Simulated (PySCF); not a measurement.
Vertical excitations of a molecule C3H6FNSi from TDA-LC-ωPBE/def2-SVPD (PySCF), as energy in eV (oscillator strength): 6.35 (0.324), 6.72 (0.002), 7.00 (0.023), 7.04 (0.013), 7.43 (0.097), 8.08 (0.012), 8.20 (0.002), 8.48 (0.003), 8.54 (0.006), 8.81 (0.001). Lowest triplet (TDA): 3.56 eV. Coordinates come from a PBE-D3(BJ)/def2-SVP optimisation. Other conformers were not sampled.

### Question
Which structure fits?
(A) C=C/N=C/[SiH2]F
(B) N[Si@@H]1C=C(F)C1
(C) CN1[SiH2]C=C1F
(D) F[SiH2]N1C=CC1

### Answer
D, F[SiH2]N1C=CC1
